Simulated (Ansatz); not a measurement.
Geometry optimisation, DFT PBE-D3(BJ), scalar-relativistic, plane waves, PAW (Ansatz 0.2.0).

Input:

```yaml
accuracy: low
crystal:
  lattice:
    - [8.016632, 0.0, 0.0]
    - [0.0, 8.016632, 0.0]
    - [0.0, 0.0, 8.016632]
  atoms:
    - { symbol: C, position: [0.8434175, 0.3081125, 0.3857444] }
    - { symbol: C, position: [0.9506478, 0.375496, 0.4692634] }
    - { symbol: H, position: [1.0446304, 0.4345546, 0.542464] }
    - { symbol: H, position: [0.749435, 0.2490539, 0.3125437] }
    - { symbol: C, position: [0.2052261, 0.8265615, 0.7810419] }
    - { symbol: C, position: [0.3398711, 0.8484894, 0.8474059] }
    - { symbol: H, position: [0.4578815, 0.8677082, 0.905571] }
    - { symbol: H, position: [0.0872158, 0.8073428, 0.7228768] }
    - { symbol: C, position: [0.885642, 0.6698724, 0.2937131] }
    - { symbol: C, position: [0.9193666, 0.5880658, 0.1704872] }
    - { symbol: H, position: [0.9489246, 0.5163661, 0.0624851] }
    - { symbol: H, position: [0.8560839, 0.7415722, 0.4017151] }
    - { symbol: C, position: [0.4382592, 0.3926339, 0.0787454] }
    - { symbol: C, position: [0.4349454, 0.4137685, -0.0714433] }
    - { symbol: H, position: [0.432041, 0.4322921, -0.2030769] }
    - { symbol: H, position: [0.4411635, 0.3741104, 0.210379] }
    - { symbol: C, position: [0.3362047, 0.209778, 0.4587745] }
    - { symbol: F, position: [0.4815695, 0.1325043, 0.4785446] }
    - { symbol: F, position: [0.266869, 0.1614448, 0.316123] }
    - { symbol: F, position: [0.2356253, 0.1714343, 0.5848955] }
    - { symbol: F, position: [0.3607552, 0.3737284, 0.4555349] }
    - { symbol: C, position: [0.4864867, 0.7557853, 0.519161] }
    - { symbol: F, position: [0.5796922, 0.6699934, 0.4121776] }
    - { symbol: F, position: [0.4332905, 0.6548164, 0.6394457] }
    - { symbol: F, position: [0.5767993, 0.8779972, 0.5855] }
    - { symbol: F, position: [0.3561647, 0.8203343, 0.4395207] }
    - { symbol: C, position: [0.0482891, 0.1498313, 0.9540444] }
    - { symbol: F, position: [0.0433711, 0.2705619, 1.0675913] }
    - { symbol: F, position: [-0.0196206, 0.0121777, 1.0167559] }
    - { symbol: F, position: [-0.0364777, 0.1969562, 0.8195571] }
    - { symbol: F, position: [0.2058834, 0.1196295, 0.9122731] }
    - { symbol: C, position: [0.2299273, 0.7231495, 0.1595741] }
    - { symbol: F, position: [0.3036119, 0.8581801, 0.2214633] }
    - { symbol: F, position: [0.1710171, 0.630484, 0.2838145] }
    - { symbol: F, position: [0.1049639, 0.7688239, 0.0606248] }
    - { symbol: F, position: [0.3401162, 0.6351099, 0.0723939] }
basis:
  ecutwfc: 420.0
kpoints:
  mp_grid: { grid: [1, 1, 1] }
hamiltonian:
  xc: pbe
  dispersion: d3bj
scf:
  occupations: { method: fermi_dirac, width: 0.05 }
  lower_state_search: "off"
relax:
  f_tol: 0.3
  max_steps: 15
  adjacent_minimum: "off"
```

Launched with:

```bash
$ ansatz run input.yaml --threads 1 --pin off --max-ram 3072MiB --backend cpu --events-out ev --progress --plain --runs-dir out
```

Where does it end, and by what steps?

It converged. The threshold is loose, so the end isn't yet a minimum. The force dipped under the threshold on the way, but the program's further checks kept it going. Limits of this set-up: coarse k mesh, low accuracy level. After 12 steps the energy has fallen by 6.272 eV; H11 moved furthest, 2.17 Å.

| step | energy less start (eV) | largest force component (eV/Å) | accepted |
| --- | --- | --- | --- |
| 0 | 0.0000 | 4.860 | yes |
| 1 | -2.6506 | 1.663 | yes |
| 2 | -3.6928 | 0.664 | yes |
| 3 | -4.2067 | 0.756 | yes |
| 4 | -4.5630 | 0.776 | yes |
| 5 | -4.8778 | 0.707 | yes |
| 6 | -5.1754 | 0.719 | yes |
| 7 | -5.4835 | 0.668 | yes |
| 8 | -5.7313 | 0.799 | yes |
| 9 | -5.9673 | 0.687 | yes |
| 10 | -6.1094 | 0.411 | yes |
| 11 | -6.2048 | 0.244 | yes |
| 12 | -6.2717 | 0.298 | yes |

```xyz
36
Lattice="8.0166 0.0000 0.0000 0.0000 8.0166 0.0000 0.0000 0.0000 8.0166" Properties=species:S:1:pos:R:3
C 6.700 1.983 3.347
C 7.262 2.874 3.936
H 7.775 3.650 4.469
H 6.193 1.219 2.795
C 1.637 6.983 6.205
C 2.642 7.390 6.731
H 3.526 7.758 7.215
H 0.735 6.640 5.742
C 6.437 6.445 1.619
C 6.030 5.708 0.755
H 5.684 5.009 0.015
H 6.803 7.077 2.406
C 4.510 2.479 0.324
C 4.580 2.281 -0.867
H 4.654 2.117 -1.927
H 4.455 2.702 1.372
C 2.607 1.667 3.673
F 3.769 1.025 3.907
F 2.115 1.263 2.503
F 1.748 1.413 4.649
F 2.852 2.982 3.626
C 4.542 5.576 4.525
F 5.064 4.685 3.690
F 4.072 4.952 5.605
F 5.498 6.446 4.905
F 3.560 6.239 3.910
C 0.072 1.827 7.851
F -0.500 2.849 8.499
F -0.197 0.685 8.490
F -0.414 1.756 6.603
F 1.389 2.022 7.806
C 1.752 5.386 1.362
F 1.602 6.698 1.509
F 1.232 4.772 2.434
F 1.132 4.960 0.264
F 3.054 5.095 1.269
```

Whether the end is a true minimum wasn't checked by a vibrational analysis.

Time of the run: 62 s on 1 thread of Arm Neoverse V1, with other jobs on the host, peak memory 0.49 GiB.
